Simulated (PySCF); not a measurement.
Species: C₆H₈NO₂ (doublet state).
Structure used (GFN2-xTB), in Å, numbered top down from 1:
```
atom  x, y, z in Å
N1     1.9057   -0.5046    0.7570
C2     1.6743    0.6522    0.1072
O3     2.1250    1.7198    0.4663
C4     0.8077    0.5162   -1.1355
C5    -0.5086    1.3121   -0.9285
C6    -1.4999    0.6842   -0.1033
C7    -2.0130   -0.3423    0.5267
C8    -1.4786   -1.7090    0.6050
O9    -0.4287   -2.1097    0.1631
H10    1.3803   -1.3350    0.5297
H11    2.4189   -0.4760    1.6231
H12    0.5962   -0.5265   -1.3603
H13    1.3444    0.9703   -1.9695
H14   -0.2394    2.2817   -0.4917
H15   -0.9712    1.5084   -1.9019
H16   -2.9574   -0.2289    1.0515
H17   -2.1626   -2.4009    1.1294
```

The hyperfine couplings belong to this conformer and change with its torsions.

Identity: `NC(=O)CC/[C]=C\C=O` [radical].

The calculation used PySCF, UKS B3LYP, pcH-1 on C H N O, non-relativistic, mean-field spin-orbit, GIAO. One conformer (not necessarily the lowest) at the GFN2-xTB geometry, without solvent, vibrations or thermal averaging. Couplings are sensitive to structure, and on GFN2-xTB geometries they can be far from those on DFT ones. The SCF solution wasn't tested for stability.

(1) Match the computed a_iso(13C) values +211.7, +93.8, +71.7, -27.4, -5.3, -3.0 MHz with the sites C2; C4; C5; C6; C7; C8.

Results:

(1) 
| site | a_iso (MHz) | ρ(0) (bohr⁻³) | position | distance from C6 (Å) | spin population | largest \|T\| (MHz) |
| --- | --- | --- | --- | --- | --- | --- |
| C2 | -3.0 | -0.0026 | 3 bonds from C6 | 3.18 | 0.00 | 0.8 |
| C4 | +71.7 | +0.0638 | 2 bonds from C6 | 2.53 | +0.07 | 15.1 |
| C5 | -5.3 | -0.0047 | 1 bond from C6 | 1.43 | -0.07 | 6.4 |
| C6 | +211.7 | +0.1883 | largest spin population | 0.00 | +1.01 | 150.3 |
| C7 | -27.4 | -0.0244 | 1 bond from C6 | 1.31 | -0.16 | 15.1 |
| C8 | +93.8 | +0.0834 | 2 bonds from C6 | 2.50 | +0.06 | 12.6 |

ρ(0) is the spin density at the nucleus and T the dipolar tensor; entries for several nuclei are means. The Mulliken spin populations are largest on C6 (+1.01), C7 (-0.16), C4 (+0.07) and C5 (-0.07). No atom but C6 exceeds +0.15.

Nuclei that the bonding pattern makes equivalent are averaged, as if the motion that swaps them (rotation, inversion, ring flip) were fast. H10 and H11 aren't averaged: N1 is flat or nearly so (angle sum 358°), and its turn about the short N1–C2 bond (1.35 Å) is taken as slow. The 1H value of +37.8 MHz is a mean of couplings from 19.0 to 56.6 MHz in this one geometry, not an average over conformers. The 1H value of +2.8 MHz is a mean of couplings from -5.0 to 10.7 MHz in this one geometry, not an average over conformers.
